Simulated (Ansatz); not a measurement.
`NBBF` + `C[SeH]` → `C[Se]BF` + `BN` at 400 K and 1 bar (cleavage of the B–B bond).

Gas-phase electronic energies from Ansatz, PBE0-D4/def2-TZVP geometries. CCSD(T)/CBS is the MP2 limit (def2-TZVPP, def2-QZVPP) plus CCSD(T) − MP2 in def2-TZVPP, frozen cores. This one scheme is used for every species. For Se outer-core shells are correlated without core-valence functions, which leaves a few kJ/mol of doubt a bond. Scalar relativity is left out up to krypton. One conformer a species, not always the lowest.

```
  species  CCSD(T)/CBS energy (Eh)  H − E (kJ/mol)  S (J/(mol·K))
   `NBBF`               -206.56125           170.3          331.0
 `C[SeH]`              -2441.15625           135.4          284.5
`C[Se]BF`              -2565.82397           166.7          350.0
     `BN`                -81.93499           142.5          243.5
```

H − E and S are ideal-gas, rigid-rotor, harmonic terms from PBE0-D4/def2-TZVP, for one conformer and one mirror image of each species. 1 Eh = 2625.50 kJ/mol, R = 8.31446 J/(mol·K).

**Question.** By hand: ΔE, ΔH, ΔS and ΔG.

**Answer.** ΔE = (-2565.82397) + (-81.93499) − (-206.56125) − (-2441.15625) = -0.04146 Eh = -108.9 kJ/mol. Δ(H − E) = 166.7 + 142.5 − 170.3 − 135.4 = 3.5, so ΔH = -105.4 kJ/mol. ΔS = 350.0 + 243.5 − 331.0 − 284.5 = -22.0 J/(mol·K). ΔG = -105.4 − 400 × (-22.0)/1000 = -96.6 kJ/mol.

**Question.** By hand: the equilibrium constant, and the temperature at which ΔG would vanish if ΔH and ΔS stayed fixed.

**Answer.** log₁₀ K = −ΔG/(RT ln 10) = 12.6. ΔG = 0 at ΔH/ΔS = 4791 K, far beyond where these terms or the molecules hold.

ΔH outweighs TΔS. A doubt of 5 kJ/mol in ΔE shifts log₁₀ K by 0.7 here. Other conformers and mirror images would add mixing entropy, several J/(mol·K) or more a flexible species. Modes under 60 cm⁻¹, often nearly free rotors, make the harmonic entropy too high. These are equilibria of isolated gas molecules and say nothing of rates. Largest T1 diagnostic: 0.015 (customary marks: 0.02 for closed shells, 0.045 for open ones).
